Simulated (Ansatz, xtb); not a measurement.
# C3H10Si: which of two isomers lies lower

Structure a is `CC[SiH2]C`, a singlet and structure b is `C[SiH](C)C`, a singlet. Both are isolated molecules in the gas phase, relaxed with PBE0-D3(BJ)/pcseg-1; the shapes shown needn't be the lowest conformers.

a (Å):

```tsv
atom	x (Å)	y (Å)	z (Å)
C	-2.2867	0.4310	-0.0624
C	-0.7640	0.5190	-0.0533
C	-0.5255	1.0196	-3.1142
Si	0.0599	-0.0195	-1.6623
H	-2.7168	0.7375	0.9000
H	-2.6302	-0.5928	-0.2611
H	-2.7268	1.0773	-0.8329
H	-0.3498	-0.0984	0.7577
H	-0.4403	1.5482	0.1648
H	1.5448	0.1032	-1.5215
H	-0.2600	-1.4593	-1.9232
H	-1.6066	0.9133	-3.2678
H	-0.3091	2.0827	-2.9485
H	-0.0251	0.7154	-4.0418
```

b (Å):

```csv
atom,x (Å),y (Å),z (Å)
C,1.0732,0.1349,0.4009
C,-0.4109,-0.5581,-2.2096
C,-1.9919,-0.1854,0.4094
Si,-0.5050,0.3847,-0.5873
H,1.2220,-0.9260,0.6423
H,1.0430,0.6924,1.3458
H,1.9521,0.4770,-0.1604
H,-0.6584,1.8451,-0.8878
H,-1.3192,-0.4113,-2.8080
H,-0.2974,-1.6358,-2.0318
H,0.4435,-0.2264,-2.8133
H,-1.9177,-1.2544,0.6495
H,-2.0715,0.3656,1.3552
H,-2.9258,-0.0311,-0.1462
```

Quicker runs give these differences E(b) − E(a): GFN2-xTB +0.144 eV; HF/STO-3G −0.530 eV (at GFN2-xTB geometries); r2SCAN-D4/def2-SVP −0.512 eV (at GFN2-xTB geometries).

Task: Estimate E(b) − E(a) at the level CCSD(T)/def2-SVP + ΔMP2/def2-TZVPP.

Result: Calculated at CCSD(T)/def2-SVP + ΔMP2/def2-TZVPP: E(b) − E(a) = −0.541 eV, so structure b lies lower.

The same difference at several levels:

```
                             level             geometry  E(b) − E(a) (eV)  departure from the last row (eV)  job, with rough time for the two
                          GFN2-xTB             GFN2-xTB              +0.144                            +0.685              optimisation, 0.35 s
                         HF/STO-3G             GFN2-xTB              −0.530                            +0.011              single point, 0.86 s
                r2SCAN-D4/def2-SVP             GFN2-xTB              −0.512                            +0.029               single point, 7.2 s
               PBE0-D3(BJ)/pcseg-1  PBE0-D3(BJ)/pcseg-1              −0.512                            +0.029                optimisation, 75 s
                       HF/def2-SVP  PBE0-D3(BJ)/pcseg-1              −0.451                            +0.090           part of the CCSD(T) run
                      MP2/def2-SVP  PBE0-D3(BJ)/pcseg-1              −0.449                            +0.092           part of the CCSD(T) run
                  CCSD(T)/def2-SVP  PBE0-D3(BJ)/pcseg-1              −0.412                            +0.128                      single point
CCSD(T)/def2-SVP + ΔMP2/def2-TZVPP  PBE0-D3(BJ)/pcseg-1              −0.541                                                  single point, 77 s
```

As drawn, b has 1 C–Si, 1 C–H in place of 1 C–C, 1 Si–H.

GFN2-xTB puts the two in the other order. The largest departure from CCSD(T)/def2-SVP + ΔMP2/def2-TZVPP is that of GFN2-xTB, 0.685 eV. The last row adds to CCSD(T) the change of the MP2 difference between the two basis sets, here −0.128 eV.

With harmonic frequencies from PBE0-D3(BJ)/pcseg-1 (ideal gas, rigid rotor, one conformer each, 298.15 K, 1 atm): on the last row, ΔE + ΔZPE = −0.547, ΔH = −0.534, ΔG = −0.521 eV.

The correlated steps freeze 8 core orbitals. Mirror images aren't counted in ΔG. Run with Ansatz 0.2.0, xtb 6.7.1; the last row on 2 threads of AMD EPYC (Zen 3) on a shared host.
